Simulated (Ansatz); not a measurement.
**Ligand exchange: SnH3(CH3) + C2H2S → SnH3(SH) + C3H4**

Species: SnH3(CH3), singlet; C2H2S `C#CS`, singlet; SnH3(SH), singlet; C3H4 `C#CC`, singlet. The partners trade CH3 for SH: Sn–CH3 and C–SH bonds give way to Sn–SH and C–CH3.

Shapes, held fixed at every level: PBE0-D4/def2-TZVP. Programs: Ansatz 0.2.0. The zero-point and thermal change to 298 K, harmonic and unscaled (PBE0-D4/def2-TZVP), is +4.0 kJ/mol.

```tsv
level	kind	ΔH(298 K) (kJ/mol)	less CCSD(T)/def2-TZVPP
B3LYP-D4/def2-TZVPP	global hybrid	-95.2	-4.4
r2SCAN0-D4/def2-TZVPP	global hybrid	-98.5	-7.7
wB97X-V/def2-TZVPP	range-separated hybrid	-96.4	-5.6
MP2/def2-SVP	perturbation theory	-100.3	-9.5
CCSD(T)/def2-SVP	coupled cluster or CI	-100.2	-9.4
CCSD/def2-SVP	coupled cluster or CI	-103.1	-12.3
CCSD/def2-TZVPP	coupled cluster or CI	-94.1	-3.3
CCSD(T)/def2-TZVPP	coupled cluster or CI	-90.8	0.0
```

The highest level, CCSD(T)/def2-TZVPP, gives ΔH(298 K) = -90.8 kJ/mol; the levels span -103.1 to -90.8. The column of differences is taken from that level and isn't an error. No measured value is set beside it here. For atoms past krypton def2 sets carry core potentials with scalar relativity. Correlated rows may include outer-core shells of Sn, which these sets cover unevenly.
